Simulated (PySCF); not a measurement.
A geometry optimisation on `[C-]#[N+]B1C=CC=CN1C=C`.

Computed with PBE0-D3(BJ)/def2-SVP geometry optimisation, gas phase (PySCF 2.14.0). Start geometry: GFN2-xTB. The input is one job of a driver script: a line of settings, then coordinates in Å.

Input:
```
{"job": {"xc": "PBE0", "basis": "def2-SVP", "d3": "d3bj", "grid": 2, "kind": "geom"}, "charge": 0, "multiplicity": 1}
C      0.057241     3.592358    -0.156671
N      0.300048     2.447285    -0.131362
B      0.646844     1.066110    -0.096900
C      2.074299     0.568759    -0.028376
C      2.294869    -0.775428     0.013127
C      1.211274    -1.679917    -0.021161
C     -0.073196    -1.239712    -0.081162
N     -0.396098     0.079531    -0.110819
C     -1.745659     0.457996    -0.131850
C     -2.769330    -0.247945     0.325014
H      2.927354     1.233158    -0.010491
H      3.296611    -1.182115     0.063253
H      1.400653    -2.741797    -0.011166
H     -0.892163    -1.941938    -0.136464
H     -1.903698     1.446745    -0.540112
H     -2.668745    -1.215270     0.785982
H     -3.767301     0.144210     0.259249
```

Q: What does the run print?

A: 
```
step   0  E = -404.55580954  max force = 0.015088
step   1  E = -404.55812895  max force = 0.001884
step   2  E = -404.55814667  max force = 0.000463
step   3  E = -404.55813750  max force = 0.001687
step   4  E = -404.55815375  max force = 0.000680
step   5  E = -404.55815577  max force = 0.000739
step   6  E = -404.55816113  max force = 0.000357
optimisation converged
```

Energies in Eh; «max force» is the largest Cartesian gradient component in Eh/bohr.

Q: Give the first gradient maximum in eV/Å.

A: With 1 Eh/bohr = 51.422 eV/Å, 0.776 eV/Å.

Q: How much energy does the optimisation release, in kcal/mol?

A: E(step 0) − E(last step) = 0.002352 Eh, which is 1.5 kcal/mol.

In short: final energy -404.55816 Eh after 6 steps; dipole 4.52 D.

Q: Give the final coordinates.

A: 0.042 Å rms from the input after alignment:
```
atom  x, y, z in Å
C1    -0.0063    3.7866   -0.1138
N2     0.2566    2.6398   -0.0742
B3     0.6266    1.2353   -0.0226
C4     2.0508    0.7443    0.0378
C5     2.2646   -0.6099    0.0890
C6     1.1783   -1.5263    0.0713
C7    -0.1118   -1.0834    0.0180
N8    -0.4327    0.2465   -0.0154
C9    -1.7912    0.6415   -0.0144
C10   -2.8318   -0.0882    0.3897
H11    2.9056    1.4251    0.0460
H12    3.2804   -1.0174    0.1339
H13    1.3597   -2.6020    0.0815
H14   -0.9466   -1.7834   -0.0299
H15   -1.9358    1.6612   -0.3749
H16   -2.7410   -1.0928    0.8080
H17   -3.8342    0.3360    0.3193
```

Hardware: an Arm Neoverse V2 with one thread (shared host). Cost: 83 s of wall time, 0.80 GiB resident at most.
Labels such as C1 count atoms from 1, the log's own numbers from 0.
